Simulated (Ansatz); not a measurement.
Species: C₂H₂N₂, SMILES `N=c1cn1` (charge 0, multiplicity 1).

Q: Give a relaxed geometry from B3LYP-D3(BJ)/def2-TZVP (Ansatz, a program for electronic structure).

A: the end point of this relaxation (outside a Z-matrix the atoms follow the SMILES, hydrogens last).
Bonds (Å): N1–C2 1.250, N1–H5 1.018, C2–C3 1.396, C2–N4 1.426, C3–N4 1.288, C3–H6 1.085. Bond angles (°): C2–N1–H5 111.7, N1–C2–C3 164.7, N1–C2–N4 141.0, C3–C2–N4 54.3, C2–C3–N4 64.0, C2–C3–H6 159.5, N4–C3–H6 136.5, C2–N4–C3 61.6.
